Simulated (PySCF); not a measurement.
SMILES OB(CCSC)O at its GFN2-xTB optimised geometry (Å):

```
16

C      2.1087    -0.0805    -1.5931
S      1.7773    -0.8864     0.0000
C     -0.0524    -0.8864     0.0000
C     -0.6950     0.4958     0.0000
B     -0.2986     1.4686     1.2220
O     -1.2109     2.3995     1.5781
O      0.8795     1.4308     1.8835
H      3.1755    -0.1686    -1.7692
H      1.8257     0.9668    -1.5452
H      1.5584    -0.5961    -2.3750
H     -0.3164    -1.4370     0.9028
H     -0.3617    -1.4686    -0.8702
H     -1.7773     0.3554    -0.0015
H     -0.4616     1.0014    -0.9406
H     -0.9243     2.9674     2.2947
H      1.4993     0.7519     1.5952
```

Calculation: PBE/def2-TZVP (PySCF).

Map of the log10 of the electron density (e/bohr³), floored at −4 on the plane z = 0.6 Å:

```
|      .::::..            |
|    .:--==--:.           |
|    :-=++++=-:..         |
|   .:=+****+=--::.       |
|   .-=+*##**+==--:.      |
|   .-=+*###**++==-:.     |
|   .-=+*#####**++=-:     |
|   .:=+**#%%##**+=-:.    |
|   .-=+*#%@@%#**++=-:.   |
|   :-+*##%@@%#**+++=-:.  |
|  .:=+##%@@@%#*+**++=-:. |
|  .-=*#%%@@@%#***##*+=-: |
|  .:=+*##%%%%#*##%%#*+=:.|
|   :-=+**#%%%%#%%@@%#*=-.|
|   .:-=+*#%@@%%%@@@@#*+-.|
|    .:-=+#%@@@%%@@@@#*+-.|
|     .:-+#@@@%%%%@@%#*=-.|
|      .-+*%@%####%%#*+=:.|
|      .:=+###****##*+=-:.|
|       :-=++++==++++=-:. |
|       .:--=----====-:.  |
|         .:::::::--::.   |
|               ......    |
|                         |
|                         |
```
Scale: ten equal steps from -4.00 (start of ' ') to -0.575 (end of '@'), in the order ' .:-=+*#%@'; x runs from -4.00 to 4.00, y from -4.00 (bottom) to 4.00 (top).
